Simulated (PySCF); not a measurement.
Fractional electron number in Pr (praseodymium, neutral)

The 6s beta orbital of [Xe] 4f3 6s2 is emptied in steps (occupation f), with all orbitals relaxed, ending at [Xe] 4f3 6s1. Calculation: PySCF 2.14, in def2-TZVP with the def2 core potential (28 electrons); scalar relativity through the core potential. The exact energy is a straight line in f; departures are measured from the line between the end points of the same method.

```tsv
f	BHandHLYP (eV)	CAM-B3LYP (eV)
1	0.000	0.000
0.9	-0.101	-0.076
0.7	-0.239	-0.181
0.5	-0.290	-0.222
0.3	-0.248	-0.192
0.1	-0.108	-0.086
0	0.000	0.000
```

```tsv
method	E(f=0) − E(f=1) (eV)	−ε at f=1 (eV)	−ε at f=0.5 (eV)
BHandHLYP	5.325	4.211	5.298
CAM-B3LYP	5.455	4.618	5.424
```

Orbital energy along the path (eV):

```tsv
f	BHandHLYP	CAM-B3LYP
1	-4.211	-4.618
0.9	-4.419	-4.771
0.7	-4.849	-5.088
0.5	-5.298	-5.424
0.3	-5.773	-5.787
0.1	-6.282	-6.196
0	-6.512	-6.427
```

Reference removal energy between the ground levels: 5.470 eV (semi-empirical (NIST evaluation); NIST Atomic Spectra Database, ionization energies). The calculation has no spin-orbit coupling.
